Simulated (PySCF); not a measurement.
C3H5, charge -1, singlet, geometry from GFN2-xTB (in this run its highest filled SCF level lies above zero, so its values depend strongly on the basis, on diffuse functions most of all); REVPBE/6-31G** (PySCF).

Input for PySCF:
```python
from pyscf import gto, scf, dft

mol = gto.M(
    atom='''
C    -0.01075075    0.96016996    0.09341244
C     0.75577748   -0.34450835    0.02662440
C    -0.74825136   -0.36088374    0.02184688
H    -0.01259673    1.43179750   -0.94199642
H     1.25539163   -0.74361368   -0.87634220
H     1.26166067   -0.70938769    0.92963389
H    -1.25179611   -0.73675342    0.92164993
H    -1.23331166   -0.77070990   -0.88424753
''',
    basis='6-31g**',
    charge=-1,
    verbose=4,
)

mf = dft.RKS(mol)
mf.xc = 'revpbe'
mf.grids.atom_grid = (99, 590)
mf.grids.prune = None
mf.kernel()
```

Output, abridged:

```
PySCF version 2.14.0

[INPUT] verbose = 4
[INPUT] num. atoms = 8
[INPUT] num. electrons = 24
[INPUT] charge = -1
[INPUT] spin (= nelec alpha-beta = 2S) = 0
[INPUT] symmetry False subgroup None
[INPUT] Mole.unit = angstrom
[INPUT] Symbol           X                Y                Z      unit          X                Y                Z       unit  Magmom
[INPUT]  1 C     -0.010750750000   0.960169960000   0.093412440000 AA   -0.020315973134   1.814458257435   0.176523928227 Bohr   0.0
[INPUT]  2 C      0.755777480000  -0.344508350000   0.026624400000 AA    1.428212448314  -0.651026429126   0.050312824231 Bohr   0.0
[INPUT]  3 C     -0.748251360000  -0.360883740000   0.021846880000 AA   -1.413990142733  -0.681971431409   0.041284619876 Bohr   0.0
[INPUT]  4 H     -0.012596730000   1.431797500000  -0.941996420000 AA   -0.023804369765   2.705705140837  -1.780115244121 Bohr   0.0
[INPUT]  5 H      1.255391630000  -0.743613680000  -0.876342200000 AA    2.372346359771  -1.405226197680  -1.656046749399 Bohr   0.0
[INPUT]  6 H      1.261660670000  -0.709387690000   0.929633890000 AA    2.384193128435  -1.340548450238   1.756753448214 Bohr   0.0
[INPUT]  7 H     -1.251796110000  -0.736753420000   0.921649930000 AA   -2.365551811696  -1.392262185137   1.741665950425 Bohr   0.0
[INPUT]  8 H     -1.233311660000  -0.770709900000  -0.884247530000 AA   -2.330621263633  -1.456430632491  -1.670985658023 Bohr   0.0

nuclear repulsion = 68.4062279838302
number of shells = 33
number of NR pGTOs = 116
number of NR cGTOs = 67
basis = 6-31g**
ecp = {}

******** <class 'pyscf.dft.rks.RKS'> ********
method = RKS
initial guess = minao
damping factor = 0
level_shift factor = 0
DIIS = <class 'pyscf.scf.diis.CDIIS'>
diis_start_cycle = 1
diis_space = 8
diis_damp = 0
SCF conv_tol = 1e-09
SCF conv_tol_grad = None
SCF max_cycles = 50
direct_scf = True
direct_scf_tol = 1e-13
XC library pyscf.dft.libxc version 7.1.2
    S. Lehtola, C. Steigemann, M. J. T. Oliveira, and M. A. L. Marques,  SoftwareX 7, 1–5 (2018)
XC functionals = revpbe
    Y. Zhang and W. Yang,  Phys. Rev. Lett. 80, 890 (1998)
    J. P. Perdew, K. Burke, and M. Ernzerhof,  Phys. Rev. Lett. 77, 3865 (1996)
    J. P. Perdew, K. Burke, and M. Ernzerhof,  Phys. Rev. Lett. 78, 1396 (1997)
radial grids:
    Treutler-Ahlrichs [JCP 102, 346 (1995); DOI:10.1063/1.469408] (M4) radial grids

becke partition: Becke, JCP 88, 2547 (1988); DOI:10.1063/1.454033
pruning grids: None
grids dens level: 3
symmetrized grids: False
atomic radii adjust function: <function treutler_atomic_radii_adjust>
User specified grid scheme (99, 590)
small_rho_cutoff = 0
Set gradient conv threshold to 3.16228e-05
Initial guess from minao.
tot grids = 467280
init E= -117.28410619929
  HOMO = -0.234246004229331  LUMO = 0.0275590879739473  gap/eV = 7.12408
cycle= 1 E= -117.008689725262  delta_E= 0.275  |g|= 0.693  |ddm|= 2.54
  HOMO = 0.303225524946279  LUMO = 0.339222806513578  gap/eV = 0.97954
cycle= 2 E= -116.677655323458  delta_E= 0.331  |g|= 1.23  |ddm|= 4.39
  HOMO = 0.128899238655201  LUMO = 0.298698035558539  gap/eV = 4.62046
cycle= 3 E= -117.155725294855  delta_E= -0.478  |g|= 0.156  |ddm|= 3.66
  HOMO = 0.142333891719479  LUMO = 0.286552791972415  gap/eV = 3.92440
cycle= 4 E= -117.160929471728  delta_E= -0.0052  |g|= 0.088  |ddm|= 0.338
  HOMO = 0.138590463517319  LUMO = 0.287723368216749  gap/eV = 4.05811
cycle= 5 E= -117.16292256743  delta_E= -0.00199  |g|= 0.0102  |ddm|= 0.093
  HOMO = 0.138820631734161  LUMO = 0.288581636170883  gap/eV = 4.07520
cycle= 6 E= -117.162951829054  delta_E= -2.93e-05  |g|= 0.00179  |ddm|= 0.0204
  HOMO = 0.138755562173866  LUMO = 0.288572411561887  gap/eV = 4.07672
cycle= 7 E= -117.162952711072  delta_E= -8.82e-07  |g|= 0.00039  |ddm|= 0.00409
  HOMO = 0.138743756660365  LUMO = 0.288566011221616  gap/eV = 4.07687
cycle= 8 E= -117.16295276236  delta_E= -5.13e-08  |g|= 4.77e-05  |ddm|= 0.000982
  HOMO = 0.138739455743431  LUMO = 0.288562913791419  gap/eV = 4.07690
cycle= 9 E= -117.162952763221  delta_E= -8.61e-10  |g|= 9.27e-06  |ddm|= 0.000144
  HOMO = 0.138740619374613  LUMO = 0.28856224947176  gap/eV = 4.07685
Extra cycle  E= -117.162952763222  delta_E= -1.34e-12  |g|= 9.37e-06  |ddm|= 4.91e-05
converged SCF energy = -117.162952763222
```
